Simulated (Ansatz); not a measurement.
Calculated with Ansatz (gas phase, PBE0-D4/def2-TZVP geometries, no zero-point term in ΔE). CCSD(T)/CBS is the MP2 limit (def2-TZVPP, def2-QZVPP) plus CCSD(T) − MP2 in def2-TZVPP, frozen cores. Functionals use def2-TZVPP. Each species was taken in one conformer, which may not be the lowest.

Consider the redistribution: `CO[SiH](C)S` + `FC1BO1` → `CO[SiH](C)F` + `SC1BO1`.

```
      species  ωB97M-V energy (Eh)
`CO[SiH](C)S`           -843.98487
     `FC1BO1`           -239.23453
`CO[SiH](C)F`           -545.10699
     `SC1BO1`           -538.15420
```

(1) Work out ΔE.

Largest T1 diagnostic among the species: 0.016.

Answers

(1) ΔE = (-545.10699) + (-538.15420) − (-843.98487) − (-239.23453) = -0.04179 Eh = -26.2 kcal/mol. CCSD(T)/CBS gives -28.1 kcal/mol.

The D4 term adds +0.9 kcal/mol with B3LYP and +0.6 kcal/mol with PBE0; it sums over pairs of atoms, weighted by their polarisabilities, and B3LYP, whose exchange is more repulsive, gets the larger term.

B3LYP here is the variant with VWN-RPA as its local correlation; programs differ in this.
